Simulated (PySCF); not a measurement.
# Hartree-Fock beside MP2: F2H2OSi

These are calculations, not measurements. They come from PySCF 2.14.0, an open-source quantum chemistry program, on an isolated molecule that a program drew, which may never have been made. The molecule is F2H2OSi (charge 0, singlet), drawn as the SMILES string `O[SiH](F)F`.

The geometry was optimised and harmonic frequencies were computed with HF and MP2, all in the cc-pV(D+d)Z basis, for the commonest isotopes, with a restricted reference for singlets and an unrestricted one otherwise, and a frozen core in MP2. Each result is a local minimum of its method.

Geometry at the HF minimum:
```xyz
6
F2H2OSi, angstrom
O     0.4203    0.5975   -1.0066
Si   -0.3462   -0.2200   -2.1644
F    -0.6980    0.7355   -3.3945
F    -1.7564   -0.7559   -1.6409
H     0.0348    1.3569   -0.5942
H     0.4766   -1.3277   -2.6097
```

Lengths of the bonds as drawn, in Å (atoms numbered as above):
| bond | HF | MP2 |
|---|---|---|
| O1-Si2 | 1.611 | 1.635 |
| Si2-F3 | 1.597 | 1.617 |
| Si2-F4 | 1.597 | 1.617 |
| O1-H5 | 0.946 | 0.966 |
| Si2-H6 | 1.450 | 1.455 |

Rotational constants, in GHz:
| constant | HF | MP2 |
|---|---|---|
| A | 7.109 | 6.934 |
| B | 6.834 | 6.644 |
| C | 4.049 | 3.917 |

Harmonic frequencies in cm^-1, each column in rising order, so a row needn't be the same motion in every method:
| rank | HF | MP2 |
|---|---|---|
| 1 | 197 | 203 |
| 2 | 322 | 308 |
| 3 | 363 | 346 |
| 4 | 411 | 391 |
| 5 | 799 | 769 |
| 6 | 873 | 836 |
| 7 | 885 | 844 |
| 8 | 937 | 910 |
| 9 | 986 | 957 |
| 10 | 1031 | 991 |
| 11 | 2480 | ? |
| 12 | 4169 | 3900 |

**Estimate the missing MP2 frequency from the HF column.**

A single factor s that minimises the squared misfit of MP2 against s times HF over the other rows is sum(HF x MP2) / sum(HF^2) = 0.9421, with an rms misfit of 18 cm^-1. For rank 11 it gives 0.9421 x 2480 = 2336 cm^-1. The calculation gives 2422 cm^-1, 86 cm^-1 above the estimate. The drawn bonds are on average 1.3 % longer in MP2 than in HF.
